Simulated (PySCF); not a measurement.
# Electronic structure of Ne+ (neon, charge +1) at the UHF level

Configuration: [He] 2s2 2p5, 2P determinant. Computed with PySCF 2.14 in aug-cc-pV5Z (7s6p5d4f3g2h, 127 functions), with no relativity, point nucleus.

| Property | Result |
| --- | --- |
| Total energy | -127.824407 hartree |
| One-electron energy | -175.1321 hartree |
| Hartree (Coulomb) energy | 58.9730 hartree |
| Exchange energy | -11.6653 hartree |
| Kinetic energy | 127.82484 hartree |
| ⟨S²⟩ | 0.7527 |
| ⟨L²⟩ | 2.008 |
| Sum of ⟨r⟩ | 6.416 bohr |
| Sum of ⟨r²⟩ | 6.760 bohr² |
| Traceless quadrupole moment −½Σ⟨3z² − r²⟩ along its main axis | 0.411 e·bohr² |
| Density at the nucleus (Gaussians lack the cusp) | 615 bohr⁻³ |
| Spin density at the nucleus | 0.0765 bohr⁻³ |
| Langevin diamagnetic susceptibility | -5.35 ×10⁻⁶ cm³/mol |

```tsv
shell	electrons	mean orbital energy (hartree)	spread (hartree)	rms radius, mean of both spins (bohr)
1s α	1	-33.64276	0	0.183
1s β	1	-33.58173	0	0.183
2s α	1	-2.73438	0	0.944
2s β	1	-2.50812	0	0.944
2p α	3	-1.65166	0.13483	0.991
2p β	2	-1.54737	0	0.991
```

Spin-orbit constants ζ (cm⁻¹) from the X2C one-electron operator on these orbitals (non-relativistic here): bare nucleus, nucleus screened by l(l+1)(2l+1)/3 electrons, and screened by the Breit-Pauli mean field of the electrons.

| shell | bare | screened nucleus | mean field |
| --- | --- | --- | --- |
| 2p | 747.3 | 597.9 | 533.0 |

To first order the Landé constant is A = -533.0 cm⁻¹, so the lowest level has J = 3/2 and lies 0.0330 eV below the centre of the term.
